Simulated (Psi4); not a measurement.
AlCl₂ (SMILES [Cl][Al][Cl]), doublet, at a GFN2-xTB geometry (such geometries of metal compounds can be far from the true shape) (the spin is typed, not shown lowest), with bond 2-1 at 1.8 times its length; HF/3-21G (Psi4).

Input for Psi4:
```
memory 2 GB

molecule mol {
0 2
  Al    0.427907   -0.015748    0.469964
  Cl    1.799800    0.609196   -2.898360
  Cl   -1.517292   -0.319400    1.041943
}

set basis 3-21g
set reference uhf
set stability_analysis follow
set scf_type pk

energy('scf')
print_variables()
```

What the program printed (banner, timings and long lists left out):

```
   => Loading Basis Set <=

    Name: 3-21G
    Role: ORBITAL
    Keyword: BASIS

         ---------------------------------------------------------
                                   SCF
               by Justin Turney, Rob Parrish, Andy Simmonett
                          and Daniel G. A. Smith
                              UHF Reference
         ---------------------------------------------------------

  ==> Geometry <==

    Molecular point group: cs
    Full point group: Cs

    Geometry (in Angstrom), charge = 0, multiplicity = 2:

       Center              X                  Y                   Z               Mass
    ------------   -----------------  -----------------  -----------------  -----------------
         AL          -1.015295199047    -0.208197266811     0.000000000000    26.981538530000
         CL           2.406924124581    -1.589018354623     0.000000000000    34.968852682000
         CL          -1.623534781455     1.749660816284     0.000000000000    34.968852682000

  Running in cs symmetry.

  Rotational constants: A =      0.71444  B =      0.03402  C =      0.03248 [cm^-1]
  Rotational constants: A =  21418.37515  B =   1019.95580  C =    973.59273 [MHz]
  Nuclear repulsion =  117.954941431642425

  Charge       = 0
  Multiplicity = 2
  Electrons    = 47
  Nalpha       = 24
  Nbeta        = 23

  ==> Algorithm <==

  SCF Algorithm Type is PK.
  DIIS enabled.
  MOM disabled.
  Fractional occupation disabled.
  Guess Type is SAD.
  Energy threshold   = 1.00e-06
  Density threshold  = 1.00e-06
  Integral threshold = 1.00e-12

  ==> Primary Basis <==

  Basis Set: 3-21G
    Blend: 3-21G
    Number of shells: 21
    Number of basis functions: 39
    Number of Cartesian functions: 39
    Spherical Harmonics?: false
    Max angular momentum: 1

  ==> Integral Setup <==

  Using in-core PK algorithm.
   Calculation information:
      Number of atoms:                   3
      Number of AO shells:              21
      Number of primitives:             45
      Number of atomic orbitals:        39
      Number of basis functions:        39

      Integral cutoff                 1.00e-12
      Number of threads:                 1

  Performing in-core PK
  Using 609180 doubles for integral storage.
  We computed 18191 shell quartets total.
  Whereas there are 26796 unique shell quartets.

  ==> DiskJK: Disk-Based J/K Matrices <==

    J tasked:                  Yes
    K tasked:                  Yes
    wK tasked:                  No
    Schwarz Cutoff:          1E-12

  Minimum eigenvalue in the overlap matrix is 5.5289347072E-02.
  Reciprocal condition number of the overlap matrix is 1.8016954915E-02.
    Using symmetric orthogonalization.

  ==> Pre-Iterations <==

  SCF Guess: Superposition of Atomic Densities via on-the-fly atomic UHF (no occupation information).

   -------------------------
    Irrep   Nso     Nmo
   -------------------------
     A'        30      30
     A"         9       9
   -------------------------
    Total      39      39
   -------------------------

  ==> Iterations <==

                        Total Energy        Delta E     RMS |[F,P]|

   @UHF iter SAD: -1154.45523466236114   -1.15446e+03   0.00000e+00
   @UHF iter   1: -1155.07867470838096   -6.23440e-01   1.00985e-02 DIIS/ADIIS
   @UHF iter   2: -1155.15474098964023   -7.60663e-02   6.60452e-03 DIIS/ADIIS
   @UHF iter   3: -1155.18237569528151   -2.76347e-02   1.13918e-03 DIIS/ADIIS
   @UHF iter   4: -1155.18976740733160   -7.39171e-03   1.27072e-03 DIIS/ADIIS
   @UHF iter   5: -1155.19390009976019   -4.13269e-03   1.30148e-03 DIIS/ADIIS
   @UHF iter   6: -1155.19752196621289   -3.62187e-03   1.35581e-03 DIIS/ADIIS
   @UHF iter   7: -1155.17961334390202    1.79086e-02   1.39817e-03 DIIS/ADIIS
   @UHF iter   8: -1155.16696932994682    1.26440e-02   2.06938e-03 DIIS/ADIIS
   @UHF iter   9: -1155.16829212848052   -1.32280e-03   1.97425e-03 DIIS/ADIIS
   @UHF iter  10: -1155.14923110299083    1.90610e-02   4.67385e-03 DIIS/ADIIS
   @UHF iter  11: -1155.15229696160168   -3.06586e-03   4.11888e-03 DIIS/ADIIS
   @UHF iter  12: -1155.16415240306173   -1.18554e-02   2.09790e-03 DIIS/ADIIS
   @UHF iter  13: -1155.15918479497122    4.96761e-03   2.48335e-03 DIIS/ADIIS
   @UHF iter  14: -1155.16115016573485   -1.96537e-03   2.16182e-03 DIIS/ADIIS
   @UHF iter  15: -1155.16400222529273   -2.85206e-03   1.39734e-03 DIIS/ADIIS
   @UHF iter  16: -1155.16377234133324    2.29884e-04   1.36536e-03 DIIS/ADIIS
   @UHF iter  17: -1155.16446455223490   -6.92211e-04   1.20765e-03 DIIS/ADIIS
   @UHF iter  18: -1155.16635857634196   -1.89402e-03   5.88660e-04 DIIS/ADIIS
   @UHF iter  19: -1155.16676351805927   -4.04942e-04   4.35388e-04 DIIS/ADIIS
   @UHF iter  20: -1155.16909853399716   -2.33502e-03   3.82758e-04 DIIS/ADIIS
   @UHF iter  21: -1155.16350614796170    5.59239e-03   5.54270e-04 DIIS/ADIIS
   @UHF iter  22: -1155.16286136072495    6.44787e-04   5.81598e-04 DIIS/ADIIS
   @UHF iter  23: -1155.16331357611580   -4.52215e-04   4.89571e-04 DIIS/ADIIS
   @UHF iter  24: -1155.16341908119398   -1.05505e-04   4.79317e-04 DIIS/ADIIS
   @UHF iter  25: -1155.16334588025074    7.32009e-05   4.74823e-04 DIIS/ADIIS
   @UHF iter  26: -1155.16336209920178   -1.62190e-05   4.72909e-04 DIIS/ADIIS
   @UHF iter  27: -1155.16347462157842   -1.12522e-04   4.61245e-04 DIIS/ADIIS
   @UHF iter  28: -1155.16352377544899   -4.91539e-05   4.16127e-04 DIIS/ADIIS
   @UHF iter  29: -1155.16567297887650   -2.14920e-03   2.73009e-04 DIIS/ADIIS
   @UHF iter  30: -1155.16353742686260    2.13555e-03   4.65171e-04 DIIS/ADIIS
   @UHF iter  31: -1155.16799655819000   -4.45913e-03   3.53231e-04 DIIS/ADIIS
   @UHF iter  32: -1155.16376748178936    4.22908e-03   3.96471e-04 DIIS/ADIIS
   @UHF iter  33: -1155.16351739886704    2.50083e-04   4.09155e-04 DIIS/ADIIS
   @UHF iter  34: -1155.16335760293168    1.59796e-04   3.99738e-04 DIIS/ADIIS
   @UHF iter  35: -1155.16444199980288   -1.08440e-03   3.92350e-04 DIIS/ADIIS
[...]
   @UHF iter  44: -1155.16642868619374    3.25562e-03   5.42644e-04 DIIS/ADIIS
   @UHF iter  45: -1155.16525494927441    1.17374e-03   6.15560e-04 DIIS/ADIIS
   @UHF iter  46: -1155.16518708614785    6.78631e-05   6.18739e-04 DIIS/ADIIS
   @UHF iter  47: -1155.16517858667294    8.49947e-06   6.35373e-04 DIIS/ADIIS
   @UHF iter  48: -1155.16516934051515    9.24616e-06   6.34795e-04 DIIS/ADIIS
   @UHF iter  49: -1155.16517938525249   -1.00447e-05   6.32425e-04 DIIS/ADIIS
   @UHF iter  50: -1155.16559557628716   -4.16191e-04   6.02586e-04 DIIS/ADIIS
   @UHF iter  51: -1155.16554563421278    4.99421e-05   5.90552e-04 DIIS/ADIIS
   @UHF iter  52: -1155.16482361507155    7.22019e-04   6.12106e-04 DIIS/ADIIS
   @UHF iter  53: -1155.16371310288628    1.11051e-03   5.05151e-04 DIIS/ADIIS
   @UHF iter  54: -1155.16626435382545   -2.55125e-03   3.35657e-04 DIIS/ADIIS
   @UHF iter  55: -1155.16728675212698   -1.02240e-03   2.86270e-04 DIIS/ADIIS
   @UHF iter  56: -1155.16826152477665   -9.74773e-04   3.48496e-04 DIIS/ADIIS
   @UHF iter  57: -1155.16359183445775    4.66969e-03   4.94658e-04 DIIS/ADIIS
   @UHF iter  58: -1155.16331919706931    2.72637e-04   5.31650e-04 DIIS/ADIIS
   @UHF iter  59: -1155.16331961879996   -4.21731e-07   5.34205e-04 DIIS/ADIIS
   @UHF iter  60: -1155.16355434578668   -2.34727e-04   5.24968e-04 DIIS/ADIIS
   @UHF iter  61: -1155.16497069391767   -1.41635e-03   4.79562e-04 DIIS/ADIIS
   @UHF iter  62: -1155.16455668280969    4.14011e-04   5.82041e-04 DIIS/ADIIS
   @UHF iter  63: -1155.16433769688047    2.18986e-04   5.81911e-04 DIIS/ADIIS
   @UHF iter  64: -1155.16435383278690   -1.61359e-05   6.03699e-04 DIIS/ADIIS
   @UHF iter  65: -1155.16585079008655   -1.49696e-03   2.91417e-04 DIIS/ADIIS
   @UHF iter  66: -1155.16646148048858   -6.10690e-04   2.52022e-04 DIIS/ADIIS
   @UHF iter  67: -1155.16730885708148   -8.47377e-04   2.65703e-04 DIIS/ADIIS
   @UHF iter  68: -1155.16510256981314    2.20629e-03   2.70998e-04 DIIS/ADIIS
   @UHF iter  69: -1155.16617743389929   -1.07486e-03   3.63412e-04 DIIS/ADIIS
   @UHF iter  70: -1155.16403796222767    2.13947e-03   3.89058e-04 DIIS/ADIIS
   @UHF iter  71: -1155.16384024397894    1.97718e-04   4.08212e-04 DIIS/ADIIS
   @UHF iter  72: -1155.16507097062868   -1.23073e-03   4.32774e-04 DIIS/ADIIS
   @UHF iter  73: -1155.16512555851250   -5.45879e-05   4.95809e-04 DIIS/ADIIS
   @UHF iter  74: -1155.16502589358515    9.96649e-05   4.48093e-04 DIIS/ADIIS
   @UHF iter  75: -1155.16474754684168    2.78347e-04   4.25820e-04 DIIS/ADIIS
   @UHF iter  76: -1155.16540961811506   -6.62071e-04   4.59687e-04 DIIS/ADIIS
   @UHF iter  77: -1155.16619117225423   -7.81554e-04   2.63783e-04 DIIS/ADIIS
   @UHF iter  78: -1155.16343500867288    2.75616e-03   3.64721e-04 DIIS/ADIIS
   @UHF iter  79: -1155.16863168889245   -5.19668e-03   4.64051e-04 DIIS/ADIIS
   @UHF iter  80: -1155.16554388666282    3.08780e-03   4.59480e-04 DIIS/ADIIS
   @UHF iter  81: -1155.16557072995829   -2.68433e-05   4.70139e-04 DIIS/ADIIS
   @UHF iter  82: -1155.16548692336210    8.38066e-05   4.90802e-04 DIIS/ADIIS
   @UHF iter  83: -1155.16556841890747   -8.14955e-05   4.98640e-04 DIIS/ADIIS
   @UHF iter  84: -1155.16534805657079    2.20362e-04   4.12798e-04 DIIS/ADIIS
   @UHF iter  85: -1155.16521193467861    1.36122e-04   4.27551e-04 DIIS/ADIIS
   @UHF iter  86: -1155.16535425831853   -1.42324e-04   4.19641e-04 DIIS/ADIIS
   @UHF iter  87: -1155.16484727317197    5.06985e-04   4.97255e-04 DIIS/ADIIS
   @UHF iter  88: -1155.16498131082108   -1.34038e-04   5.01661e-04 DIIS/ADIIS
   @UHF iter  89: -1155.16426481845724    7.16492e-04   5.22574e-04 DIIS/ADIIS
   @UHF iter  90: -1155.16897501483163   -4.71020e-03   4.02989e-04 DIIS/ADIIS
   @UHF iter  91: -1155.16427380861842    4.70121e-03   5.28988e-04 DIIS/ADIIS
   @UHF iter  92: -1155.16471468689338   -4.40878e-04   3.30269e-04 DIIS/ADIIS
   @UHF iter  93: -1155.16624295002339   -1.52826e-03   3.13345e-04 DIIS/ADIIS
   @UHF iter  94: -1155.16650849589064   -2.65546e-04   3.17262e-04 DIIS/ADIIS
   @UHF iter  95: -1155.16566878188814    8.39714e-04   2.82904e-04 DIIS/ADIIS
   @UHF iter  96: -1155.16588658927753   -2.17807e-04   2.82578e-04 DIIS/ADIIS
   @UHF iter  97: -1155.16592131407128   -3.47248e-05   2.79618e-04 DIIS/ADIIS
   @UHF iter  98: -1155.16424270046718    1.67861e-03   3.03801e-04 DIIS/ADIIS
   @UHF iter  99: -1155.16690529339530   -2.66259e-03   3.03629e-04 DIIS/ADIIS
   @UHF iter 100: -1155.16646006879228    4.45225e-04   3.96749e-04 DIIS/ADIIS

PsiException: Could not converge SCF iterations in 100 iterations.

  Failed to converge.

Traceback (most recent call last):
  File "psi4", line 375, in <module>
  File "<string>", line 26, in <module>
  File "site-packages/psi4/driver/driver.py", line 533, in energy
  File "site-packages/psi4/driver/procrouting/proc.py", line 2760, in run_scf
  File "site-packages/psi4/driver/procrouting/proc.py", line 2047, in scf_helper
  File "site-packages/psi4/driver/procrouting/scf_proc/scf_iterator.py", line 93, in scf_compute_energy
  File "site-packages/psi4/driver/procrouting/scf_proc/scf_iterator.py", line 86, in scf_compute_energy
  File "site-packages/psi4/driver/procrouting/scf_proc/scf_iterator.py", line 609, in scf_iterate

psi4.driver.p4util.exceptions.SCFConvergenceError: Could not converge SCF iterations in 100 iterations.

Printing out the relevant lines from the Psithon --> Python processed input file:
    core.IO.set_default_namespace("mol")
    core.set_global_option("BASIS", "3-21g")
    core.set_global_option("REFERENCE", "uhf")
    core.set_global_option("STABILITY_ANALYSIS", "follow")
    core.set_global_option("SCF_TYPE", "pk")
--> energy('scf')
    print_variables()

!-------------------------------------------------------!
!                                                       !
!  Could not converge SCF iterations in 100 iterations. !
!                                                       !
!-------------------------------------------------------!
```

Convergence was not reached.
